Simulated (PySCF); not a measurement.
# A run, input to output

The script drives PySCF SCF with an in-house response code with single-precision fitted integrals, so total energies wander by about 1e-6 Eh between cycles (the fitting error itself is about 1e-3 Eh and cancels in differences); atoms count from 0. Pop asks for populations, which are stored and not printed.

Job and coordinates (Å):

```
{"job": {"kind": "nmr", "xc": "PBE0", "basis": "pcSseg-1", "pop": false, "solvent": "chloroform"}, "charge": 0, "multiplicity": 1}
C      2.615782     2.148488     1.802146
C      2.442553     0.952795     1.184120
C      3.528799    -0.016518     1.214674
C      3.311944    -1.325256     0.980082
C      1.990932    -1.823807     0.672650
C      1.759701    -3.175646     0.498914
C      0.484484    -3.646596     0.133693
C     -0.563780    -2.771226    -0.012384
C     -0.397576    -1.370813     0.185559
C     -1.466391    -0.443996     0.041244
C     -2.885655    -0.837011     0.064266
C     -3.364705    -1.922229     0.723577
C     -3.831029     0.079992    -0.557028
C     -3.480866     1.339446    -0.882539
C     -2.144092     1.832597    -0.640856
C     -1.807387     3.145018    -0.915096
C     -0.486195     3.598934    -0.741595
C      0.480877     2.754612    -0.253460
C      0.189136     1.401303     0.080606
C      1.171058     0.506550     0.588828
C      0.918756    -0.880714     0.493044
C     -1.143342     0.916982    -0.159675
H      3.584384     2.398125     2.242881
H      1.804100     2.863267     1.937863
H      4.520852     0.341833     1.501456
H      4.130016    -2.047096     1.048149
H      2.590661    -3.876607     0.612224
H      0.333883    -4.711262    -0.059200
H     -1.534918    -3.142488    -0.337948
H     -4.436736    -2.135350     0.714993
H     -2.729539    -2.573128     1.324447
H     -4.859022    -0.265771    -0.692761
H     -4.213096     2.028971    -1.310724
H     -2.572501     3.820709    -1.306030
H     -0.223114     4.621739    -1.020994
H      1.508600     3.105313    -0.165902
```

Command:

```bash
OMP_NUM_THREADS=4 python large_run.py task.json out
```

Question: What does the program print?

Answer: 
```
start: PBE on a coarse grid of 30623 points
cycle   1  E = -845.2478425349  dE =  3.431e+00  |g| = 7.352e-01  |ddm| = 7.220e+00
cycle   2  E = -845.1922362309  dE =  5.561e-02  |g| = 8.741e-01  |ddm| = 2.357e+00
cycle   3  E = -845.3922891902  dE = -2.001e-01  |g| = 2.141e-01  |ddm| = 1.429e+00
cycle   4  E = -845.4038273317  dE = -1.154e-02  |g| = 7.162e-02  |ddm| = 3.626e-01
cycle   5  E = -845.4053331093  dE = -1.506e-03  |g| = 2.285e-02  |ddm| = 1.438e-01
cycle   6  E = -845.4054492459  dE = -1.161e-04  |g| = 8.849e-03  |ddm| = 3.343e-02
final grid: 285327 points
cycle   7  E = -845.6433797919  dE = -1.260e-02  |g| = 5.128e-02  |ddm| = 7.896e-01
cycle   8  E = -845.6434441953  dE = -6.440e-05  |g| = 4.879e-02  |ddm| = 1.321e-01
cycle   9  E = -845.6440527731  dE = -6.086e-04  |g| = 1.739e-02  |ddm| = 9.242e-02
cycle  10  E = -845.6441392140  dE = -8.644e-05  |g| = 3.667e-03  |ddm| = 2.406e-02
cycle  11  E = -845.6441398713  dE = -6.573e-07  |g| = 2.176e-03  |ddm| = 7.888e-03
cycle  12  E = -845.6441395701  dE =  3.012e-07  |g| = 5.253e-04  |ddm| = 3.383e-03
cycle  13  E = -845.6441405456  dE = -9.755e-07  |g| = 2.302e-04  |ddm| = 1.101e-03
cycle  14  E = -845.6441426239  dE = -2.078e-06  |g| = 5.258e-05  |ddm| = 4.532e-04
converged SCF energy = -845.6441426239

GIAO shielding tensors (ppm)
atom      isotropic    diamagn.    paramagn.     s11        s22        s33       span
  0 C       52.691     253.851    -201.160    -37.703     47.296    148.481    186.184
  1 C       37.225     256.051    -218.826    -71.181     25.586    157.269    228.450
  2 C       46.064     252.462    -206.398    -53.514     49.007    142.698    196.212
  3 C       50.250     249.506    -199.256    -49.744     55.016    145.477    195.221
  4 C       48.431     253.416    -204.984    -40.623     11.202    174.715    215.338
  5 C       53.945     249.732    -195.787    -39.972     39.735    162.072    202.044
  6 C       51.309     256.411    -205.102    -60.899     40.754    174.073    234.972
  7 C       52.209     249.444    -197.236    -48.371     35.310    169.687    218.058
  8 C       51.695     255.659    -203.964    -22.945     -7.599    185.628    208.573
  9 C       52.508     250.977    -198.469    -19.535      9.897    167.161    186.696
 10 C       37.290     255.884    -218.594    -71.033     25.625    157.277    228.310
 11 C       52.668     253.841    -201.172    -37.745     47.302    148.448    186.193
 12 C       46.063     252.271    -206.207    -53.517     49.004    142.701    196.218
 13 C       50.206     249.220    -199.014    -49.837     55.058    145.398    195.235
 14 C       48.398     253.193    -204.795    -40.754     11.256    174.691    215.445
 15 C       53.897     249.873    -195.976    -40.110     39.787    162.014    202.123
 16 C       51.340     256.342    -205.003    -60.737     40.708    174.048    234.785
 17 C       52.282     249.453    -197.171    -48.254     35.445    169.654    217.908
 18 C       51.635     255.697    -204.062    -22.986     -7.661    185.552    208.538
 19 C       52.463     251.083    -198.619    -19.460      9.802    167.048    186.508
 20 C       54.612     251.139    -196.526    -18.921     -3.439    186.197    205.119
 21 C       54.628     251.088    -196.461    -18.903     -3.388    186.174    205.077
 22 H       25.060      28.835      -3.775     22.060     24.367     28.753      6.693
 23 H       24.985      33.300      -8.315     19.954     23.971     31.031     11.076
 24 H       24.019      29.676      -5.656     20.567     24.171     27.320      6.753
 25 H       24.025      30.205      -6.180     20.046     24.629     27.401      7.355
 26 H       23.628      31.617      -7.989     18.884     24.516     27.484      8.600
 27 H       23.444      28.912      -5.469     18.820     24.657     26.854      8.034
 28 H       22.425      35.208     -12.783     15.769     22.303     29.201     13.432
 29 H       25.055      28.694      -3.639     22.045     24.377     28.743      6.699
 30 H       24.965      33.292      -8.328     19.909     23.975     31.010     11.102
 31 H       24.020      29.429      -5.408     20.564     24.173     27.325      6.761
 32 H       24.024      29.993      -5.969     20.047     24.622     27.402      7.355
 33 H       23.623      31.573      -7.951     18.888     24.502     27.478      8.590
 34 H       23.448      28.941      -5.493     18.822     24.667     26.853      8.031
 35 H       22.447      35.174     -12.727     15.810     22.334     29.197     13.386
```

Question: Roughly how long does this take on 4 threads of Intel Xeon Platinum 8488C (shared host), and how large is the basis?

Answer: About 25 s of wall time, peak memory 2.5 GiB; 444 basis functions and 1232 fitting functions.
